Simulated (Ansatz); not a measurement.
Reaction (ligand exchange at the Si–O bond): `C[SiH](O)O[SiH2]O` + H–F → `C[SiH](F)O[SiH2]O` + H₂O

Calculated with Ansatz (gas phase, PBE0-D4/def2-TZVP geometries, no zero-point term in ΔE). CBS: MP2 limit from def2 TZ/QZ plus the TZ coupled-cluster correction, frozen cores. This one scheme is used for every species. Each species was taken in one conformer, which may not be the lowest.

`C[SiH](O)O[SiH2]O`:

Z-matrix (Å, degrees):
```
C
Si 1 1.845
H 1 1.093 2 110.6
H 1 1.093 2 110.5 3 -119.9
H 1 1.092 2 110.6 3 120.2
O 2 1.642 1 107.9 3 -179.0
O 2 1.649 1 110.4 3 -59.1
H 2 1.487 1 111.9 3 59.1
H 6 0.961 2 116.3 1 167.4
Si 7 1.628 2 134.0 1 -135.9
O 10 1.653 7 110.3 2 -26.7
H 10 1.483 7 108.3 2 -147.1
H 10 1.478 7 110.2 2 89.9
H 11 0.958 10 117.4 7 -91.9
```

H–F:

Cartesian coordinates in Å:
```
F 0.172 0.304 -0.300
H -0.172 -0.304 0.300
```

`C[SiH](F)O[SiH2]O`:

Z-matrix (Å, degrees):
```
C
Si 1 1.845
H 1 1.093 2 110.5
H 1 1.093 2 111.0 3 -120.0
H 1 1.093 2 110.4 3 119.7
F 2 1.604 1 108.2 3 -179.7
O 2 1.626 1 112.0 3 -61.3
H 2 1.479 1 113.7 3 61.5
Si 7 1.637 2 140.5 1 -73.7
O 9 1.639 7 111.5 2 4.8
H 9 1.477 7 109.0 2 121.1
H 9 1.483 7 107.3 2 -117.2
H 10 0.959 9 118.0 7 -69.5
```

H₂O:

Z-matrix (Å, degrees):
```
O
H 1 0.960
H 1 0.960 2 105.1
```

```tsv
species	CCSD(T)/CBS(def2) energy (Eh)
`C[SiH](O)O[SiH2]O`	-846.76897
H–F	-100.39570
`C[SiH](F)O[SiH2]O`	-870.80254
H₂O	-76.37941
```

(1) Work out ΔE.

Largest T1 diagnostic among the species: 0.011.

Answers

(1) ΔE = (-870.80254) + (-76.37941) − (-846.76897) − (-100.39570) = -0.01728 Eh = -10.8 kcal/mol.

In def2-TZVPP, CCSD(T) changes the Hartree–Fock value by +2.8 kcal/mol (the triples alone add +0.5 kcal/mol) and MP2 by +3.2 kcal/mol. The D4 term adds +1.0 kcal/mol with B3LYP and +0.5 kcal/mol with PBE0; it sums over pairs of atoms, weighted by their polarisabilities, and B3LYP, whose exchange is more repulsive, gets the larger term.

B3LYP here is the variant with VWN-RPA as its local correlation; programs differ in this.
